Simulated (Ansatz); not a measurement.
Basis-set extrapolation for C9H20, SMILES `CCCCCC(C)(C)C` (PBE0-D4/def2-TZVP geometry, frozen core, Ansatz). Multiplicity 1, RHF reference.

```csv
,def2-TZVPP,def2-QZVPP
HF,-352.591372,-352.607983
MP2 correlation,-1.600590,-1.698216
CCSD(T) correlation,-1.767252,not run
```

Energies in hartree. Use E(X) = E(∞) + A·exp(−7.88·√X) for Hartree–Fock and E(X) = E(∞) + B·X^(−2.97) for correlation, with X = 3 and 4, and add CCSD(T) minus MP2 of the smaller set to the MP2 limit.

What is the CCSD(T) energy at the basis-set limit?

HF limit: -352.607983 + (-0.016611) × 0.13774 = -352.61027. MP2 limit: -1.698216 + (-0.097626) × 0.74074 = -1.77053. Higher-order term: -1.767252 − (-1.600590) = -0.16666. Total: -354.54746 hartree, 5.14 eV below CCSD(T)/def2-TZVPP.
